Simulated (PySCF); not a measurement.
C₃H₂N (SMILES C=[C-]C#N), charge -1, singlet, geometry from GFN2-xTB, with bond 6-3 at 1.25 times its length; HF/cc-pVDZ run with PySCF.

Here is a job for PySCF.
```python
from pyscf import gto, scf

mol = gto.Mole()
mol.atom = '''
    C    -0.120595   -1.695859    0.008662
    C     0.478959   -0.514868    0.006682
    C    -0.036520    0.737111   -0.004464
    H    -1.215760   -1.893473    0.001174
    H     0.461673   -2.623511    0.018494
    N    -0.201046    2.201201   -0.014053
'''
mol.basis = 'cc-pvdz'
mol.charge = -1
mol.spin = 0
mol.verbose = 4
mol.build()

mf = scf.RHF(mol)
mf.kernel()
mo_i, mo_e, stable_i, stable_e = mf.stability(internal=True, external=True, return_status=True, nroots=6, tol=1e-6)
print('internally stable:', stable_i, ' externally stable:', stable_e)
if not stable_e:
    umf = mf.to_uhf() if not hasattr(mf, 'xc') else mf.to_uks()
    umf.scf_summary = {}
    umf.kernel(umf.make_rdm1(mo_e, umf.mo_occ))
mf.analyze()
```

Q: Write the output that PySCF gives for this input, abridged.

A: 
```
PySCF version 2.14.0

[INPUT] verbose = 4
[INPUT] num. atoms = 6
[INPUT] num. electrons = 28
[INPUT] charge = -1
[INPUT] spin (= nelec alpha-beta = 2S) = 0
[INPUT] symmetry False subgroup None
[INPUT] Mole.unit = angstrom
[INPUT] Symbol           X                Y                Z      unit          X                Y                Z       unit  Magmom
[INPUT]  1 C     -0.120595000000  -1.695859000000   0.008662000000 AA   -0.227891521992  -3.204709055879   0.016368807691 Bohr   0.0
[INPUT]  2 C      0.478959000000  -0.514868000000   0.006682000000 AA    0.905101334896  -0.972959510303   0.012627149964 Bohr   0.0
[INPUT]  3 C     -0.036520000000   0.737111000000  -0.004464000000 AA   -0.069012798069   1.392937913404  -0.008435737420 Bohr   0.0
[INPUT]  4 H     -1.215760000000  -1.893473000000   0.001174000000 AA   -2.297453433201  -3.578145394259   0.002218538470 Bohr   0.0
[INPUT]  5 H      0.461673000000  -2.623511000000   0.018494000000 AA    0.872435529106  -4.957717274784   0.034948594948 Bohr   0.0
[INPUT]  6 N     -0.201046000000   2.201201000000  -0.014053000000 AA   -0.379921878439   4.159667035119  -0.026556321229 Bohr   0.0

nuclear repulsion = 77.6779254285031
number of shells = 26
number of NR pGTOs = 118
number of NR cGTOs = 66
basis = cc-pvdz
ecp = {}

******** <class 'pyscf.scf.hf.RHF'> ********
method = RHF
initial guess = minao
damping factor = 0
level_shift factor = 0
DIIS = <class 'pyscf.scf.diis.CDIIS'>
diis_start_cycle = 1
diis_space = 8
diis_damp = 0
SCF conv_tol = 1e-09
SCF conv_tol_grad = None
SCF max_cycles = 50
direct_scf = True
direct_scf_tol = 1e-13
Set gradient conv threshold to 3.16228e-05
Initial guess from minao.
init E= -169.146328908104
cycle= 1 E= -168.913999340561  delta_E= 0.232  |g|= 0.549  |ddm|= 2.55
cycle= 2 E= -168.887336065675  delta_E= 0.0267  |g|= 0.714  |ddm|=  1.1
cycle= 3 E= -169.016810486341  delta_E= -0.129  |g|= 0.0921  |ddm|= 0.704
cycle= 4 E= -169.021313924775  delta_E= -0.0045  |g|= 0.0442  |ddm|= 0.19
cycle= 5 E= -169.022687105669  delta_E= -0.00137  |g|= 0.0216  |ddm|= 0.0826
cycle= 6 E= -169.023464071316  delta_E= -0.000777  |g|= 0.0154  |ddm|= 0.0682
cycle= 7 E= -169.024028391059  delta_E= -0.000564  |g|= 0.00932  |ddm|= 0.0678
cycle= 8 E= -169.024268632216  delta_E= -0.00024  |g|= 0.00433  |ddm|= 0.0554
cycle= 9 E= -169.024311437052  delta_E= -4.28e-05  |g|= 0.00146  |ddm|= 0.0254
cycle= 10 E= -169.024316514705  delta_E= -5.08e-06  |g|= 0.00061  |ddm|= 0.00898
cycle= 11 E= -169.024317043933  delta_E= -5.29e-07  |g|= 0.00017  |ddm|= 0.0029
cycle= 12 E= -169.024317079049  delta_E= -3.51e-08  |g|= 5.16e-05  |ddm|= 0.000787
cycle= 13 E= -169.02431708181  delta_E= -2.76e-09  |g|= 1.8e-05  |ddm|= 0.000255
cycle= 14 E= -169.024317082062  delta_E= -2.52e-10  |g|= 6.05e-06  |ddm|= 7.63e-05
Extra cycle  E= -169.024317082074  delta_E= -1.21e-11  |g|= 5.74e-06  |ddm|= 1.2e-05
converged SCF energy = -169.024317082074
rhf_internal: lowest eigs of H = [0.19505421 0.3839875  0.73895073 0.79370227 0.96534832 1.02571531]
<class 'pyscf.scf.hf.RHF'> wavefunction is stable in the internal stability analysis
rhf_real2complex: lowest eigs of H = [0.01652185 0.15646058 0.16192656 0.17579365 0.20352854 0.21324419]
<class 'pyscf.scf.hf.RHF'> wavefunction is stable in the real -> complex stability analysis
rhf_external: lowest eigs of H = [-0.11745393 -0.03902356  0.02023494  0.05065731  0.08348199  0.10478775]
<class 'pyscf.scf.hf.RHF'> wavefunction has an RHF/RKS -> UHF/UKS instability
internally stable: True  externally stable: False

******** <class 'pyscf.scf.uhf.UHF'> ********
method = UHF
initial guess = minao
damping factor = 0
level_shift factor = 0
DIIS = <class 'pyscf.scf.diis.CDIIS'>
diis_start_cycle = 1
diis_space = 8
diis_damp = 0
SCF conv_tol = 1e-09
SCF conv_tol_grad = None
SCF max_cycles = 50
direct_scf = True
direct_scf_tol = 1e-13
number electrons alpha = 14  beta = 14
Set gradient conv threshold to 3.16228e-05
init E= -168.839064499217
cycle= 1 E= -168.987727847412  delta_E= -0.149  |g|= 0.32  |ddm|= 0.724
cycle= 2 E= -169.018308657799  delta_E= -0.0306  |g|= 0.226  |ddm|= 0.514
cycle= 3 E= -169.048065157147  delta_E= -0.0298  |g|= 0.0511  |ddm|= 0.22
cycle= 4 E= -169.053118950939  delta_E= -0.00505  |g|= 0.0303  |ddm|= 0.106
cycle= 5 E= -169.055531267698  delta_E= -0.00241  |g|= 0.0173  |ddm|= 0.0747
cycle= 6 E= -169.056943739066  delta_E= -0.00141  |g|= 0.0105  |ddm|= 0.0751
cycle= 7 E= -169.05742454526  delta_E= -0.000481  |g|= 0.00722  |ddm|= 0.0427
cycle= 8 E= -169.057704476922  delta_E= -0.00028  |g|= 0.00561  |ddm|= 0.0352
cycle= 9 E= -169.057918752195  delta_E= -0.000214  |g|= 0.00482  |ddm|= 0.0348
cycle= 10 E= -169.058074468502  delta_E= -0.000156  |g|= 0.00431  |ddm|= 0.0287
cycle= 11 E= -169.058261893541  delta_E= -0.000187  |g|= 0.00425  |ddm|= 0.0373
cycle= 12 E= -169.058563769153  delta_E= -0.000302  |g|= 0.0037  |ddm|= 0.065
cycle= 13 E= -169.059054831698  delta_E= -0.000491  |g|= 0.00306  |ddm|= 0.14
cycle= 14 E= -169.059063268719  delta_E= -8.44e-06  |g|= 0.00227  |ddm|= 0.00581
cycle= 15 E= -169.059211841659  delta_E= -0.000149  |g|= 0.00267  |ddm|= 0.109
cycle= 16 E= -169.059190531823  delta_E= 2.13e-05  |g|= 0.00145  |ddm|= 0.046
cycle= 17 E= -169.059224347401  delta_E= -3.38e-05  |g|= 0.000749  |ddm|= 0.043
cycle= 18 E= -169.059226746747  delta_E= -2.4e-06  |g|= 0.000605  |ddm|= 0.0138
cycle= 19 E= -169.059225466311  delta_E= 1.28e-06  |g|= 0.000643  |ddm|= 0.0179
cycle= 20 E= -169.059228699742  delta_E= -3.23e-06  |g|= 0.000167  |ddm|= 0.0142
cycle= 21 E= -169.059228818519  delta_E= -1.19e-07  |g|= 9.14e-05  |ddm|= 0.00154
cycle= 22 E= -169.059228870618  delta_E= -5.21e-08  |g|= 4.15e-05  |ddm|= 0.00104
cycle= 23 E= -169.059228881544  delta_E= -1.09e-08  |g|= 2.33e-05  |ddm|= 0.000664
cycle= 24 E= -169.059228883438  delta_E= -1.89e-09  |g|= 1.35e-05  |ddm|= 0.000107
cycle= 25 E= -169.059228884229  delta_E= -7.91e-10  |g|= 5.02e-06  |ddm|= 0.000113
Extra cycle  E= -169.059228884271  delta_E= -4.26e-11  |g|= 3.41e-06  |ddm|= 1.14e-05
converged SCF energy = -169.059228884271  <S^2> = 1.1320751  2S+1 = 2.3512338
**** SCF Summaries ****
Total Energy =                        -169.024317082074219
Nuclear Repulsion Energy =              77.677925428503116
One-electron Energy =                 -387.901309831672734
Two-electron Energy =                  141.199067321095413
Two-electron Coulomb Energy =          163.953610319450746
DFT Exchange-Correlation Energy =      -22.754542998355333
**** MO energy ****
MO #1   energy= -15.3821191234432  occ= 2
MO #2   energy= -11.1091900426427  occ= 2
MO #3   energy= -11.0515247405582  occ= 2
MO #4   energy= -11.0257005153767  occ= 2
MO #5   energy= -0.877986847755496 occ= 2
MO #6   energy= -0.811942366042165 occ= 2
MO #7   energy= -0.658176185070211 occ= 2
MO #8   energy= -0.457203612793608 occ= 2
MO #9   energy= -0.391266498102828 occ= 2
MO #10  energy= -0.310192906556849 occ= 2
MO #11  energy= -0.241277028898816 occ= 2
MO #12  energy= -0.222112733030928 occ= 2
MO #13  energy= -0.109665924347477 occ= 2
MO #14  energy= -0.103228922697218 occ= 2
MO #15  energy= 0.283237462745509  occ= 0
MO #16  energy= 0.336565546695993  occ= 0
MO #17  energy= 0.393652106122806  occ= 0
MO #18  energy= 0.42854258134025   occ= 0
MO #19  energy= 0.493967796703181  occ= 0
MO #20  energy= 0.554022565381531  occ= 0
MO #21  energy= 0.625634663200922  occ= 0
MO #22  energy= 0.702488565954515  occ= 0
 ** Mulliken pop on meta-lowdin orthogonal AOs  **
 ** Mulliken pop  **
 ** Mulliken atomic charges  **
charge of    0C =     -0.28849
charge of    1C =     -0.31611
charge of    2C =      0.04704
charge of    3H =      0.02953
charge of    4H =      0.04207
charge of    5N =     -0.51405

WARN: System has nonzero charge -1; the dipole moment is origin-dependent.
Location of origin: [0. 0. 0.]

Dipole moment(X, Y, Z, Debye): -0.82922, -3.76216,  0.01480
```
